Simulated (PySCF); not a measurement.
## A ladder of Hamiltonians for Hf⁷⁰⁺ (hafnium, charge +70)

Occupied: 1s1/2. Hartree-Fock calculated with PySCF 2.14 in an uncontracted even-tempered set (16 s from 19 bohr⁻², ratio 2.7; 13 p from 22 bohr⁻², ratio 2.7), Gaussian nucleus throughout. NR is non-relativistic, sf-X2C the spin-free one-electron X2C Hamiltonian, X2C adds the bare one-electron spin-orbit term, X2C-SNSO screens it by Boettger's factors, DC is four-component Dirac-Coulomb, and the Gaunt and Breit terms are added at first order (total energies over the DC spinors, levels after relaxing the spinors in that mean field). QED terms are absent. Levels marked empty are virtual spinors of this ion.

```tsv
Hamiltonian	E (hartree)	E − E(DC) (hartree)	CPU seconds
NR	-5138.7267	410.8583	0.35
sf-X2C	-5546.8687	2.7163	0.21
X2C	-5546.8687	2.7163	0.2
X2C-SNSO	-5546.8687	2.7163	0.2
DC	-5549.5850	0.0000	3.6
DC+Gaunt	-5544.2069	5.3780	6
DC+Breit	-5544.2069	5.3780	55
```

Q: Give the 2p spin-orbit interval with each Hamiltonian that has one.

A: X2C 1375; X2C-SNSO 1354; DC 1345; DC+Gaunt 1327; DC+Breit 1327 (eV).

```csv
level (eV),NR,sf-X2C,X2C,X2C-SNSO,DC,DC+Gaunt,DC+Breit
1s1/2,-69306.8,-74748.6,-74748.6,-74748.6,-74822.0,-74676.7,-74676.7
2s1/2 (empty),-16858.2,-18525.4,-18525.4,-18525.4,-18533.7,-18517.2,-18519.2
2p1/2 (empty),-16723.8,-17384.1,-18365.9,-18349.9,-18346.1,-18311.6,-18316.4
2p3/2 (empty),-16723.8,-17384.1,-16990.6,-16995.8,-17001.3,-16984.6,-16989.5
3s1/2 (empty),-7438.1,-8024.0,-8024.0,-8024.0,-8026.4,-8021.7,-8022.3
```

Weight of the small component: 1s1/2 0.0738, 2s1/2 0.0182, 2p1/2 0.0181, 2p3/2 0.0167, 3s1/2 0.00796.

Koopmans' value for the highest occupied level at DC+Breit: 74676.7 eV, against an ionisation energy of 74565.91 ± 0.16 eV (theoretical estimate listed by NIST; NIST Atomic Spectra Database, ionization energies); the former lacks relaxation, correlation, QED and recoil.

The whole ladder took 69 s of wall time on 1 thread of Neoverse-N1 (shared host), launched as `OMP_NUM_THREADS=1 python relrun2.py TASK.json OUT` (a driver that calls PySCF for each Hamiltonian).

Dirac-Coulomb iterations, started from the X2C spinors:

```
with_ssss True, with_gaunt False, with_breit False
light speed = 137.03599967994
init E= -5484.25607836305
cycle= 1 E= -5549.58474161455  delta_E= -65.3  |g|= 2.42  |ddm|= 0.0729
cycle= 2 E= -5549.58495087383  delta_E= -0.000209  |g|= 0.00453  |ddm|= 0.000249
cycle= 3 E= -5549.58495087536  delta_E= -1.53e-09  |g|= 7.37e-06  |ddm|= 1.35e-06
```
